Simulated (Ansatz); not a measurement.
Ansatz (a first-principles code) input:

Ansatz 0.2 input:
```yaml
crystal:
  periodic: [false, false, false]
  atoms:
    - {symbol: B, position_ang: [-0.35832591, -0.06983585, 0.03930987]}
    - {symbol: Cl, position_ang: [0.26645090, 1.56418242, 0.25377053]}
    - {symbol: Cl, position_ang: [0.76869642, -1.36243762, -0.36733058]}
    - {symbol: C, position_ang: [-1.83546359, -0.35772227, 0.20135815]}
    - {symbol: H, position_ang: [-2.54855160, 0.41866886, 0.45088797]}
    - {symbol: H, position_ang: [-2.24454178, -1.35281772, 0.07493473]}
basis:
  gaussian:
    orbitals: STO-3G
magnetization: {spin_polarized: true, initial_magnetization: 1}
correlation: {method: ccsd_t, electrons: outside_noble_gas}
```

Which total energy does the run end on?

-972.26612 Eh (CCSD(T)/STO-3G). The basis has 30 functions.

It need not be the lowest isomer of its formula.
